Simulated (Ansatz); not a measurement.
A made-up structure of SiH2SeO, singlet:

O1  (-0.835, -0.754, 1.412)
Si2  (-0.547, -0.397, -0.033)
Se3  (1.115, 0.894, -0.771)
H4  (-1.327, -0.847, -1.211)
H5  (-0.413, -1.476, 1.903)
(Å)

It is relaxed with PBE-D4/def2-SVP and then PBE0-D4/def2-TZVP (Ansatz 0.2.0). Atoms count as bonded within 1.22 times the sum of their covalent radii (H–H: 0.88 Å). The end point is not checked to be a true minimum.

(1) Does its bonding change? (A judgement: the text doesn't fix the answer.)

Answers

(1) By the calculation: No: no bond forms or breaks.

Where it ends: The first stage lowers the energy by 1.11 eV in 8 steps. It ends as SiH₂SeO ([OH][SiH][Se]):
```
atom    x (Å)    y (Å)    z (Å)
  O1  -0.8761  -1.1652   1.1928
 Si2  -0.4720  -0.4038  -0.1839
 Se3   1.1680   0.8078  -0.5268
  H4  -1.5499  -0.7852  -1.1169
  H5  -0.2778  -1.0342   1.9354
```

Labels in which every atom is bracketed show which atoms are joined, not bond orders.

For scale, one of the runs: PBE0-D4/def2-TZVP relaxation, 128 basis functions, launched by `ansatz run in.yaml --threads 2 --pin off --events-out ev --progress --plain --max-ram 4352MiB`. The run took about 21 s on 2 CPU threads of an Arm Neoverse V2 (shared host).
